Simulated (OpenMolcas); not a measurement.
Computed levels of 3d5 in ions with 23 electrons, in cm-1 above 6S 5/2.

* Program: OpenMolcas 26.06
* Method: SS-RASPT2, IPEA 0.25 Eh, imaginary shift 0.1 Eh
* Basis: ANO-RCC-VQZP
* Scalar Hamiltonian: DKH2, point nucleus
* Spin-orbit coupling: state interaction with AMFI integrals over the reference wave functions, term energies averaged over their components

Active space for each ion: 11 electrons in 8 orbitals (RAS1 3p, at most 2 holes; RAS2 3d); closed shells correlated by CASPT2: 3s.

```tsv
Level	Mn2+	Fe3+	Ni5+	Cu6+
4G 5/2	27270	33050	42860	47520
4G 7/2	27290	33080	42940	47650
4G 11/2	27290	33090	42960	47680
4G 9/2	27300	33100	42990	47730
4P 5/2	30100	36630	47380	52410
4P 3/2	30140	36700	47570	52700
4P 1/2	30180	36780	47790	53030
4D 7/2	33190	40100	51780	57380
4D 1/2	33220	40170	52000	57730
```

Q: Estimate 4G 5/2, 4G 7/2 for Co4+ from its neighbours Fe3+ and Ni5+.

A: 4G 5/2 is another term, which grows about linearly with the charge: (33050 + 42860) / 2 = 37955. The calculation gives 38350, so the estimate is off by -1.0 %.
4G 7/2 is another term, which grows about linearly with the charge: (33080 + 42940) / 2 = 38010. The calculation gives 38400, so the estimate is off by -1.0 %.

Term energies are means over components that CASPT2 splits; among the terms shown or strongly mixed into the levels shown the widest spread is 83 cm-1 (3d5 4G, Mn2+). Active for correlation alone: 3p; no level in the range computed is led by a configuration that opens it, so any true level of that kind is missing. Levels of configurations outside the active space are missing.
